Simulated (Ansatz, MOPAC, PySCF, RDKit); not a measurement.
Torsion F1–Te2–Se3–H4 in FHSeTe (SMILES F[Te][SeH]); at each angle all else is relaxed with GFN2-xTB, and the levels are single points there.
Geometry at 90° (charge 0, multiplicity 1):
| atom | x (Å) | y (Å) | z (Å) |
|---|---|---|---|
| F | 1.8602 | -0.7061 | 0.3005 |
| Te | 1.0303 | 1.0396 | -0.2614 |
| Se | -1.2802 | 0.4826 | 0.2969 |
| H | -1.3297 | 0.9413 | 1.6797 |

```
level                                energy at 0° less that at 90° (kJ/mol)   cost
-----------------------------------  --------------------------------------  -----
UFF                                                                    14.4      -
PM3                                                                    -7.2      -
HF/def2-TZVPP                                                          37.2      -
HF/def2-QZVPP                                                          37.4      -
PBE/def2-TZVPP                                                         53.1     ×1
PBE-D3(BJ)/def2-TZVPP                                                  52.9     ×1
r2SCAN-D4/def2-TZVPP                                                   51.9     ×2
B3LYP-D3(BJ)/def2-TZVPP                                                46.7     ×2
B3LYP-D4/def2-TZVPP                                                    46.9     ×2
M06-2X/def2-TZVPP                                                      42.1      -
MP2/def2-SVP                                                           41.1      -
MP2/def2-TZVPP                                                         45.9      -
MP2/def2-QZVPP                                                         46.4      -
CCSD(T)/CBS(def2-TZVPP, def2-QZVPP)                                    44.6  ×300*
```

The rows run from -7.2 (PM3) to 53.1 kJ/mol (PBE/def2-TZVPP). From def2-SVP to def2-QZVPP MP2 changes by 5.3. The dispersion term adds -0.2 in PBE-D3(BJ).

On the grid 0° to 330°, 0° is the highest and 90° the lowest point at CCSD(T)/CBS(def2-TZVPP, def2-QZVPP).

Frozen-core correlation. Filled d and f shells under p-block atoms count as core. CBS(a, b) extrapolates the correlation energy as X⁻³ and adds the Hartree–Fock energy of set b. The state reached by PM3 isn't checked.

Codes used: Ansatz (Gaussian basis) for Hartree–Fock, density functionals and correlated methods; MOPAC for PM3 (differences of heats of formation); PySCF for M06-2X, the dispersion terms; RDKit for the force fields. Values without a source in brackets are computed. In def2 rows elements past Kr take small-core potentials, without spin–orbit coupling.

Costs are rough ratios of core time to PBE/def2-TZVPP (about 2.0 s over the structures, on one shared machine); a dash marks a level with no comparable run of its own. A star marks coupled-cluster runs past 200 virtual orbitals, where the program's memory plan changes under this machine's limit, so their costs aren't comparable with smaller runs.

Ansatz is a first-principles code.
